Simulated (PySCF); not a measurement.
B(Cl)(OMe)(NH2) (CH₅BClNO), SMILES COB(N)Cl. Coordinates come from a B3LYP-D3(BJ)/def2-SVP optimisation. This is a generated structure with no PubChem entry under its InChIKey; it may be hypothetical. One conformer was computed; it need not be the lowest.

Computed equilibrium geometry at B3LYP-D3(BJ)/def2-SVP (PySCF confirms it by a frequency run) as bond lengths and angles, and its point group (one conformer of several):
point group Cs.
Atoms: B1 Cl2 O3 C4 H5 H6 H7 N8 H9 H10. Bonds (Å): B1–Cl2 1.790, B1–O3 1.358, B1–N8 1.405, O3–C4 1.408, C4–H5 1.106, C4–H6 1.100, C4–H7 1.106, N8–H9 1.011, N8–H10 1.012. Bond angles (°): Cl2–B1–O3 116.6, Cl2–B1–N8 118.8, O3–B1–N8 124.6, B1–O3–C4 121.6, O3–C4–H5 111.7, O3–C4–H6 108.5, O3–C4–H7 111.7, H5–C4–H6 108.2, H5–C4–H7 108.4, H6–C4–H7 108.2, B1–N8–H9 121.8, B1–N8–H10 123.9, H9–N8–H10 114.3.
Charge 0, spin multiplicity 1.
